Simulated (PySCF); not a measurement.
4-fluorothioanisole, C₇H₇FS.
Structure used (PBE0-D3(BJ)/def2-SVP), in Å, numbered top down from 1:
```
atom  x, y, z in Å
C1     2.875   -0.666    0.014
S2     2.036    0.809   -0.576
C3     0.340    0.462   -0.242
C4    -0.131   -0.696    0.387
C5    -1.496   -0.879    0.605
C6    -2.391    0.097    0.194
F7    -3.698   -0.076    0.397
C8    -1.948    1.259   -0.429
C9    -0.588    1.436   -0.646
H10    2.534   -1.568   -0.516
H11    2.759   -0.800    1.100
H12    3.939   -0.510   -0.209
H13    0.560   -1.472    0.718
H14   -1.873   -1.780    1.093
H15   -2.675    2.012   -0.740
H16   -0.236    2.346   -1.138
```

Linear response at B3LYP/def2-SVPD (PySCF, frozen core in the response, non-relativistic).

Static isotropic polarisability: 105.19 au (15.59 Å³), principal values 64.2, 106.2, 145.2 au.

Task: What is the polarisability at 1064 nm and at the sodium D line?

Result: 106.67 au at 1064 nm (+1.4 %), 110.37 au at 589.3 nm (+4.9 %). The rise at 589.3 nm is 3.52 times that at 1064 nm; a pure ω² law gives 3.26. The lowest singlet lies at 285 nm, shorter than both wavelengths.

Task: What is the isotropic C6 coefficient between two such molecules, C6 = (3/π)∫α(iω)² dω?

Result: 4009 au (Eh·bohr⁶) by a ten-point quadrature over imaginary frequencies, which is 2400 eV·Å⁶ or 231 J·nm⁶/mol.

Task: Which effective excitation energy ω̄ makes London's formula C6 = (3/4)α²ω̄ exact here?

Result: ω̄ = 4·C6/(3α²) = 0.483 Eh = 13.1 eV. A one-pole form α(ω) = α/(1 − ω²/ω̄²) fitted to the 1064 nm value gives 9.9 eV.

Task: What molar refraction at the D line follows from R = (4π/3)·N_A·α′, with α′ the polarisability volume?

Result: α′ = 16.36 Å³ gives R = 41.26 cm³/mol, for isolated, non-vibrating species.

Task: What n − 1 at the D line would an ideal gas of it have at 273.15 K and 1 atm (2.6868 × 10¹⁹ cm⁻³), by n − 1 = 2π·N·α′?

Result: 27.61 × 10⁻⁴, a formal value whether or not that pressure can be reached.

Task: How many electrons N does the Slater–Kirkwood formula C6 = (3/4)·√N·α^(3/2) need to give this C6?

Result: N = (4·C6/3)²/α³ = 24.5; the species has 74 electrons in all.

Task: How anisotropic is the static polarisability, by Δα² = ½[(α1 − α2)² + (α2 − α3)² + (α3 − α1)²]?

Result: Δα = 70.2 au, or 0.67 of the isotropic value.

Task: What three-body coefficient follows from the one-pole estimate C9 = (3/4)·α·C6?

Result: 316000 au. This is an estimate from the two numbers above, not a computed integral.

Task: The lowest 6 singlets have (eV, f): 4.35, 0.020; 5.02, 0.126; 5.05, 0.109; 5.51, 0.002; 5.86, 0.013; 6.05, 0.021. What share of the static polarisability do they carry in the sum over states α = Σ f/ω²?

Result: 8.39 au, 8.0 % of α; the largest term, 3.69 au, is that of the state at 5.02 eV. Their oscillator strengths add up to 0.29. Higher states carry the rest.

One conformer stands for the species.
